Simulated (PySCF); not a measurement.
## A small calculation by hand: oscillator strength and radiative lifetime

In(F)2(SeH) (F2HInSe), SMILES [F][In]([F])[SeH].

Coordinates come from a B3LYP-D3(BJ)/def2-SVP optimisation. The structure was generated by enumeration; whether it is a known compound was not checked. The def2 effective core potentials stand for the cores of In; spin–orbit coupling is left out. One conformer was computed; it need not be the lowest.

PySCF with TDDFT-PBE/def2-SVPD puts the first singlet state with f over 0.02 at 4.79 eV (vertical), with the transition dipole (-0.019, 0.425, 0.000) in atomic units.

Problem. Find the oscillator strength, the wavelength and the radiative lifetime that this transition would have in vacuum if emission retraced absorption.

Solution. 
|μ|² = 0.1810 au, so |μ| = 1.08 D. ΔE = 4.79/27.211 = 0.1760 hartree. f = (2/3) ΔE |μ|² = 0.021 (the program prints 0.021).
λ = 1239.84/4.79 = 259 nm; ν = 38634 cm⁻¹.
Einstein's coefficient A = 0.6670 ν² f s⁻¹ (ν in cm⁻¹) = 2.1e7 s⁻¹, so τ = 1/A = 47 ns. This state is S2; the lower singlet has f = 0.010. The figure is the radiative limit of this one transition; relaxation, internal conversion, crossing to triplets and a medium change what is measured.
